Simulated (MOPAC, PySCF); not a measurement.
HClGe, SMILES `[Cl][GeH]` (lower singlet), neutral singlet in the gas phase. This singlet lies 1.70 eV below the relaxed triplet at the level composite: frozen-core CCSD(T) with HF/cc-pVQZ and the correlation energy extrapolated as X^-3 from cc-pVTZ and cc-pVQZ, plus CCSDT(Q) minus CCSD(T) in cc-pVDZ // B3LYP-D3(BJ)/def2-TZVP (Ansatz).

Cartesian coordinates (Å):
```xyz
3

Cl     1.5685    -0.3174     0.0000
Ge    -0.3248     0.8170     0.0000
H     -1.2436    -0.4995     0.0000
```
Charge 0, multiplicity 1.

All levels are single points at this geometry (B3LYP-D3(BJ)/def2-TZVP); Pople sets use spherical d functions. Orbital energies aren't observables, and empty levels follow the basis.

```csv
level,HOMO (eV),LUMO (eV),gap (eV),dipole (D),"vertical IE, Delta-SCF (eV)"
B3LYP-D3(BJ)/def2-TZVP in PySCF,-7.03,-3.33,3.70,1.93,–
BP86/6-31G* in PySCF,-6.20,-4.02,2.18,1.79,–
PBE/6-31G* in PySCF,-6.08,-3.90,2.18,1.78,9.41
AM1 in MOPAC,-8.76,-2.08,6.68,2.33,–
PM3 in MOPAC,-9.56,-3.02,6.54,3.07,–
PM7 in MOPAC,-8.89,-1.60,7.29,4.12,–
```
